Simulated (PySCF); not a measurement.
SMILES F[Si](F)(/C=C\c1ccccc1)F (C₈H₇F₃Si) (GFN2-xTB optimised geometry):

```
19

F      1.583    -3.293    -1.083
Si     0.238    -2.792    -1.772
F      0.724    -1.619    -2.727
F     -0.132    -3.977    -2.765
C     -1.192    -2.429    -0.646
C     -1.493    -1.289    -0.014
C     -0.712    -0.060     0.000
C     -1.382     1.165     0.034
C     -0.678     2.353     0.022
C      0.707     2.340     0.001
C      1.383     1.131     0.000
C      0.682    -0.060     0.000
H     -1.896    -3.246    -0.543
H     -2.431    -1.231     0.529
H     -2.463     1.178     0.047
H     -1.210     3.293     0.033
H      1.257     3.269    -0.003
H      2.463     1.116     0.002
H      1.217    -0.995     0.034
```

Computed with B3LYP/def2-SVP run with PySCF.

Question: What are the frontier orbital energies and the dipole moment?

Answer: HOMO-2 -8.81 eV, HOMO-1 -7.46 eV, HOMO -7.03 eV, LUMO -1.87 eV, LUMO+1 -0.66 eV; dipole moment 3.64 D.

Meta-Löwdin charges at B3LYP/def2-SVP: F1 -0.46, Si2 1.52, F3 -0.46, F4 -0.46, C5 -0.40, C6 -0.03, C7 0.00, C8 -0.10, C9 -0.10, C10 -0.09, C11 -0.09, C12 -0.10, H13 0.13, H14 0.11, H15 0.10, H16 0.11, H17 0.11, H18 0.11, H19 0.11.
